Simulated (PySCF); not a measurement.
**Ne²⁺ (neon, charge +2) across methods**

[He] 2s2 2p4, high-spin 3P determinant. Calculation: PySCF 2.14, in dyall-av3z (15s9p3d2f, 71 functions); scalar relativity by spin-free X2C-1e.

```tsv
method	E (hartree)	mean ε 2s β (eV)	mean ε 2p α (eV)	mean ε 2p β (eV)	Σ⟨r²⟩ (bohr²)	⟨S²⟩
PBE	-126.6995	-74.828	-56.794	-52.542	5.020	2.001
UHF	-126.52007	-86.582	-70.108	-64.112	4.950	2.004
LC-wPBE	-126.7406	-80.644	-62.552	-58.312	5.021	2.001
BLYP	-126.8040	-74.869	-56.736	-52.612	5.028	2.001
LDA	-126.0323	-74.801	-56.888	-52.148	5.041	2.001
r2SCANh	-126.7732	-76.707	-59.339	-54.573	4.972	2.002
M06-2X	-126.7850	-81.397	-63.502	-58.660	4.994	2.002
r2SCAN	-126.7733	-75.482	-58.064	-53.392	4.977	2.002
```

Problem. Estimate the same row for PBE0.

Solution. E (hartree) = -126.7169; mean ε 2s β (eV) = -78.162; mean ε 2p α (eV) = -60.340; mean ε 2p β (eV) = -55.742; Σ⟨r²⟩ (bohr²) = 4.993; ⟨S²⟩ = 2.002.
